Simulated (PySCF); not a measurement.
B(Me)2(OH)(py), C₇H₁₂BNO, singlet (GFN2-xTB optimised geometry):

```
22

B      0.668    -2.225     0.000
C      0.056    -2.739     1.425
H      0.221    -3.807     1.533
H     -1.014    -2.561     1.509
H      0.544    -2.251     2.266
C     -0.014    -2.902    -1.318
H     -1.085    -3.062    -1.218
H      0.426    -3.881    -1.499
H      0.147    -2.309    -2.219
O      2.105    -2.225     0.000
H      2.457    -2.387    -0.873
C     -0.496     2.027     0.298
C      0.809     1.617     0.525
C      1.125     0.282     0.366
N      0.224    -0.620     0.000
C     -1.028    -0.240    -0.221
C     -1.431     1.075    -0.082
H     -0.779     3.062     0.414
H      1.570     2.321     0.823
H      2.116    -0.117     0.532
H     -1.717    -1.015    -0.517
H     -2.457     1.348    -0.271
```

Computed with B3LYP/def2-SVP (PySCF).

Q: What are the frontier orbital energies and the dipole moment?

A: HOMO-2 -8.11 eV, HOMO-1 -6.90 eV, HOMO -6.48 eV, LUMO -1.83 eV, LUMO+1 -1.24 eV; dipole moment 5.77 D.

On the same geometry PBE/def2-SVP in PySCF gives HOMO-2 -6.88 eV, HOMO-1 -5.62 eV, HOMO -5.33 eV, LUMO -2.52 eV, LUMO+1 -2.00 eV; dipole moment 5.42 D.

Meta-Löwdin charges at B3LYP/def2-SVP: B1 0.22, C2 -0.40, H3 0.09, H4 0.07, H5 0.08, C6 -0.42, H7 0.08, H8 0.09, H9 0.07, O10 -0.58, H11 0.30, C12 -0.06, C13 -0.11, C14 0.03, N15 -0.01, C16 0.04, C17 -0.11, H18 0.12, H19 0.12, H20 0.14, H21 0.13, H22 0.12.
